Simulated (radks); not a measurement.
The numbers below are computed, except where a source is named.
Numerical settings for the gadolinium ion Gd3+, [Xe] 4f7. Level of theory: non-relativistic Kohn-Sham, PBE, spin-polarised, spherical densities, point nucleus; open shells are filled with parallel spins first (spin-orbit coupling, left out, can overturn this in heavy ions); relativity is left out, which matters for an element this heavy (a radial shooting solver on a logarithmic mesh with Libxc functionals). The defaults (mesh step 0.008 in ln r, mesh end at 40 bohr or more with all orbitals vanishing there, Anderson mixing 0.5 over 9 steps, residual threshold near 1e-9 with the energy settled to 1e-9 hartree or 1e-11 of itself, here a cap of 55 iterations) give E = -10822.1708 hartree and 4f at -39.877 eV in 16 iterations. Run on one thread of a shared host, so times are rough (Arm Neoverse V2): 0.21 s of CPU time, 0.21 s wall, 16 iterations on 2501 mesh points. Changes against that run (0 stands for a change within the tolerance of the run):

setting                     iterations  converged  E (mhartree)  e(4f) (meV)  CPU (s)
mesh step in ln r 0.03              16        yes      -0.00394     -0.00338     0.07
mesh step in ln r 0.12               4         no      diverged            -     0.01
mesh step in ln r 0.08               2         no      diverged            -     0.01
mesh end (bohr) 3                   15        yes          +447    +4.66e+03     0.18
mesh end (bohr) 2                   14        yes     +7.75e+03    +3.36e+04     0.16
residual threshold 1e-13            50        yes             0            0      0.4
residual threshold 0.01             11        yes             0       -0.658     0.16
mixing 0.05                         20        yes             0            0     0.25
linear mixing, mixing 0.05          55         no        +0.726    -1.01e+03     0.65
linear mixing, mixing 1             55         no     +8.73e+04    -4.83e+05      1.8
mixing history 2                    21        yes             0            0     0.24
iteration cap 3                      3         no         +55.3         -496     0.06

Settings that end as converged yet miss the energy by more than 1 mhartree: mesh end (bohr) 3 (+0.447 hartree); mesh end (bohr) 2 (+7.75 hartree). A mesh that ends early acts as a hard wall.
